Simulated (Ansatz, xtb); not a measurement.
# A geometry optimisation of ClH4OSi2+ with r2SCAN-D4/def2-SVP

The starting geometry of this gas-phase singlet was built from a drawn formula by distance geometry and a force field; its bonds are those of `[OH2+][SiH2][Si]Cl`.

```xyz
8

Cl   -1.6869   -1.3403    0.6496
O     0.4106    0.1095    2.6256
Si   -0.4595    1.4938    2.1467
Si   -1.8663    0.6916    0.4180
H     0.0186   -0.6958    2.3043
H     0.3770    0.0895    3.6016
H     0.4503    2.4819    1.6825
H    -1.2761    1.8316    3.3056
```

Task: Predict what becomes of its bonds when it is optimised with r2SCAN-D4/def2-SVP.

Result: It keeps its bonds, and is `[OH2+][SiH2][Si]Cl`.

The energy falls by 0.82 eV over 8 steps:

```csv
step,E − E(last) (eV)
1,0.825
2,0.236
3,0.062
4,0.023
5,0.019
6,0.001
7,0.000
8,0.000
```

Final geometry (Å):

```csv
atom,x (Å),y (Å),z (Å)
Cl,-1.4612,-1.3008,0.7201
O,0.2454,0.0600,2.7048
Si,-0.6156,1.5764,2.0915
Si,-2.0379,0.6937,0.2437
H,-0.0748,-0.7971,2.3183
H,0.6907,-0.0566,3.5645
H,0.5421,2.4508,1.7718
H,-1.3210,2.0354,3.3192
```

From the same start GFN2-xTB ends elsewhere, differing in O2–Si3 (2.18 against 1.85 Å here).

No frequencies were run, so the end isn't proven a minimum. Run with Ansatz 0.2.0, 66 s on 1 thread of AMD EPYC (Zen 3), on a shared host.
